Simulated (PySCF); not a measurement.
**Potential energy of HgS⁺ along the bond**

Set-up: Hg def2-SVP with ECP60, S def2-SVP; scalar-relativistic core potentials (PySCF 2.14). Energies in eV from Hg + S⁺ in their ground configurations at the same level. All curves are PBE0. state 1: ²Π (doublet), unpaired electrons π ↑; state 2: ⁴Σ⁻ (quartet), unpaired electrons σ ↑, π ↑↑, a second solution, started from another occupation; state 3: Ms = 0.5 determinant of mixed spin (⟨S²⟩ near 1.8), unpaired electrons σ ↓, π ↑↑, a second solution, started from another occupation; state 4: Ms = 0.5 determinant of mixed spin (⟨S²⟩ near 1.8), unpaired electrons σ ↑, π ↑↓, a mixture of terms (⟨Lz²⟩ = 2.0), a second solution, started from another occupation.

| R (Å) | state 1 | state 2 | state 3 | state 4 |
| --- | --- | --- | --- | --- |
| 2.024 | -1.081 | 0.505 | 0.856 | 1.083 |
| 2.118 | -1.598 | -0.259 | 0.084 | 0.328 |
| 2.212 | -1.870 | -0.786 | -0.450 | -0.191 |
| 2.282 | -1.963 | -1.070 | -0.739 | -0.472 |
| 2.353 | -1.987 | -1.285 | -0.957 | -0.683 |
| 2.424 | -1.962 | -1.447 | -1.121 | -0.841 |
| 2.518 | -1.874 | -1.597 | -1.274 | -0.988 |
| 2.635 | -1.711 | -1.709 | -1.387 | -1.097 |
| 2.776 | -1.483 | -1.764 | -1.443 | -1.149 |
| 2.965 | -1.194 | -1.753 | -1.430 | -1.134 |

Q: Put a parabola through the three lowest points of the state 1 curve and estimate Re, k and ωe (reduced mass 27.6 u; 1 eV/Å² = 0.16022 mdyn/Å; ωe = 1302.8·√(k/μ) cm⁻¹).

A: Through R = 2.282, 2.353, 2.424 Å the second-order coefficient is 4.86 eV/Å², so Re ≈ 2.352 Å, k ≈ 1.56 mdyn/Å and ωe ≈ 309 cm⁻¹. A polynomial fit of higher order to the unrounded PBE0 energies gives Re = 2.348 Å, k = 1.63 mdyn/Å, ωe = 316 cm⁻¹; anharmonicity and rounding make the difference.

The higher-order fit for each curve: state 1: Re = 2.348 Å, ωe = 316 cm⁻¹, De = 1.99 eV; state 2: Re = 2.839 Å, ωe = 151 cm⁻¹, minimum 1.77 eV below the ground-state fragments; state 3: Re = 2.837 Å, ωe = 153 cm⁻¹, minimum 1.45 eV below the ground-state fragments; state 4: Re = 2.831 Å, ωe = 152 cm⁻¹, minimum 1.15 eV below the ground-state fragments.

⟨S²⟩ of the unrestricted solution departs from its pure value on part of the curve, where spin states mix. These are scalar-relativistic numbers at best; spin–orbit coupling would shift them, the dissociation energy most. For an ion De counts to the pair picked by the measured ionisation energies or electron affinities, which need not be the lowest pair at this level. The state is the lowest determinant that a PBE0 search found; another state may lie lower at other levels.
